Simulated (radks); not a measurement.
Task: Isoelectronic series with 20 electrons, all held in the configuration [Ar] 4s2, which need not be the ground one along the series. Calculated with a radial shooting solver on a logarithmic mesh with Libxc functionals: non-relativistic Kohn-Sham, PBEsol, spin-polarised, spherical densities, point nucleus. Total energies (hartree) and orbital eigenvalues (eV):

ion    E (hartree)         4s         3p
Ca      -676.50092    -3.7512   -28.0009
Sc+     -759.16911   -11.2679   -45.8019
Ti2+    -846.90395   -21.0414   -67.3120
Cr4+   -1037.51761   -46.5522  -120.4439
Mn5+   -1140.38120   -62.1217  -151.8619
Fe6+   -1248.27631   -79.5094  -186.4445
Co7+   -1361.19977   -98.6895  -224.1610
Ni8+   -1479.14916  -119.6439  -264.9894
Cu9+   -1602.12261  -142.3591  -308.9136
Zn10+  -1730.11862  -166.8250  -355.9213
Ga11+  -1863.13599  -193.0336  -406.0029
Ge12+  -2001.17372  -220.9788  -459.1508

Estimate the row of V3+.

Result: E (hartree) -939.68984; 4s -32.8386; 3p -92.2364.
